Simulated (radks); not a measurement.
Values are calculated unless marked as measured or tabulated.
Q: These are the eigenvalues of the occupied orbitals of an atom or ion with whole-number occupations (Ry). Code: a radial shooting solver on a logarithmic mesh with Libxc functionals. Model: scalar-relativistic Kohn-Sham, r2SCAN, spin-polarised, spherical densities, finite nucleus; meta-GGA in the generalised Kohn-Sham scheme; Fermi nuclear charge, rms radius of each element as measured or else 0.836 A^(1/3) + 0.57 fm.

orbital  eigenvalue
1s down   -438.3761
1s up     -438.3746
2s up     -54.31362
2s down   -54.21208
2p up     -46.27403
2p down   -46.19632
3s up     -10.06137
3s down    -9.81584
3p up      -7.81387
3p down    -7.56910
3d up      -4.33594

Which element is it, and in what charge state? The configuration may be excited. Open shells, if any, are filled with parallel spins first.

A: Z = 24, chromium, charge +4: Cr4+ in [Ar] 3d2. The list shows which subshells hold electrons but not how many an open one holds; the 1s level, -219.19 hartree, gives Z - s = 20.9 by -(Z - s)^2/2, which with screening and relativity narrows Z to a few neighbours, and the depths of the outer levels then fix element, charge and occupations together.
